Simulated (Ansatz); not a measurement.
`C[SiH2]CC=O` + `[SiH3]S` → `O=CS[SiH3]` + `C[SiH2]C` at 298.15 K and 1 bar (substitution at a C–C bond).

Isolated molecules relaxed with PBE0-D4/def2-TZVP in Ansatz; ΔE leaves out vibrations. CBS: MP2 limit from def2 TZ/QZ plus the TZ coupled-cluster correction, frozen cores. Each species was taken in one conformer, which may not be the lowest.

| species | CCSD(T)/CBS energy (Eh) | H − E (kJ/mol) | S (J/(mol·K)) |
| --- | --- | --- | --- |
| `C[SiH2]CC=O` | -483.22373 | 284.3 | 359.2 |
| `[SiH3]S` | -689.27336 | 102.7 | 272.7 |
| `O=CS[SiH3]` | -802.48876 | 137.9 | 316.4 |
| `C[SiH2]C` | -370.01595 | 253.8 | 297.2 |

H − E and S are ideal-gas, rigid-rotor, harmonic terms from PBE0-D4/def2-TZVP, for one conformer and one mirror image of each species. 1 Eh = 2625.50 kJ/mol, R = 8.31446 J/(mol·K).

Question: By hand: ΔE, ΔH, ΔS and ΔG.

Answer: ΔE = (-802.48876) + (-370.01595) − (-483.22373) − (-689.27336) = -0.00762 Eh = -20.0 kJ/mol. Δ(H − E) = 137.9 + 253.8 − 284.3 − 102.7 = 4.7, so ΔH = -15.3 kJ/mol. ΔS = 316.4 + 297.2 − 359.2 − 272.7 = -18.3 J/(mol·K). ΔG = -15.3 − 298.15 × (-18.3)/1000 = -9.8 kJ/mol.

Question: By hand: the equilibrium constant, and the temperature at which ΔG would vanish if ΔH and ΔS stayed fixed.

Answer: log₁₀ K = −ΔG/(RT ln 10) = 1.7. ΔG = 0 at ΔH/ΔS = 836 K, though so small a ΔS makes that figure unsure.

TΔS isn't small against ΔH here. A doubt of 5 kJ/mol in ΔE shifts log₁₀ K by 0.9 here. Other conformers and mirror images would add mixing entropy, several J/(mol·K) or more a flexible species. Modes under 60 cm⁻¹, often nearly free rotors, make the harmonic entropy too high. These are equilibria of isolated gas molecules and say nothing of rates. Largest T1 diagnostic: 0.017 (customary marks: 0.02 for closed shells, 0.045 for open ones).
